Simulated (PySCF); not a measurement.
## What builds the third ionisation energy along the 5d series

Calculated with PySCF 2.14 from differences of total energies of unrestricted determinants, without spin-orbit coupling. Each column adds one step, in eV (sums use unrounded values): valence MP2, valence CCSD, valence triples, then the next inner shell at CCSD(T) (Hf 5s 5p, Pt 5s 5p, Au 5s 5p, Hg 5s 5p). References (NIST) marked * lie between the lowest fine-structure levels; the others compare directly ((s) semi-empirical, (t) theoretical).

```tsv
element	UHF	+ MP2	+ CCSD	+ (T)	+ inner shell	sum	reference
Hf [Xe] 4f14 5d2 → [Xe] 4f14 5d1 (x2c-TZVPPall, spin-free X2C)	21.454	0.082	0.028	0.000	0.290	21.854	22.55 ± 0.04 (t) *
Pt [Xe] 4f14 5d8 → [Xe] 4f14 5d7 (x2c-TZVPPall, spin-free X2C)	29.160	1.469	-0.107	0.068	0.034	30.624	29 ± 1.6 (t) *
Au [Xe] 4f14 5d9 → [Xe] 4f14 5d8 (x2c-TZVPPall, spin-free X2C)	30.882	1.671	-0.188	0.079	0.005	32.450	30 ± 1.6 (t) *
Hg [Xe] 4f14 5d10 → [Xe] 4f14 5d9 (x2c-TZVPPall, spin-free X2C)	33.528	1.729	-0.272	0.068	-0.087	34.966	34.49 ± 0.05 *
```

What remains against the references is mostly basis incompleteness and, for starred values, spin-orbit coupling.

These are valence bases, so the inner-shell step is incomplete.
